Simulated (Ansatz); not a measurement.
aminoborane (SMILES BN) moved off its minimum; all values from Ansatz (an electronic-structure program), cores frozen in correlated methods.
(charge 0, multiplicity 1)
```xyz
6

B     -0.71305     0.02852    -0.07013
N      0.60031     0.03464    -0.06385
H     -1.39819    -0.92870    -0.08559
H     -1.32975     1.19306     0.03998
H      1.18871     0.66609     0.01254
H      0.93211    -0.91864    -0.09395
```

### Question
Give the forces (eV/Å), the total energy and the dipole at CCSD(T)/aug-cc-pVTZ.

### Answer

```
atom      Fx      Fy      Fz
----  ------  ------  ------
B1    -5.416   3.501   0.536
N2    -3.269  -8.977  -0.926
H3     0.104  -0.545  -0.160
H4     0.877  -1.718  -0.265
H5     6.747   7.479   0.825
H6     0.958   0.261  -0.010
```
Energy -81.8553 hartree, dipole 2.22 D.
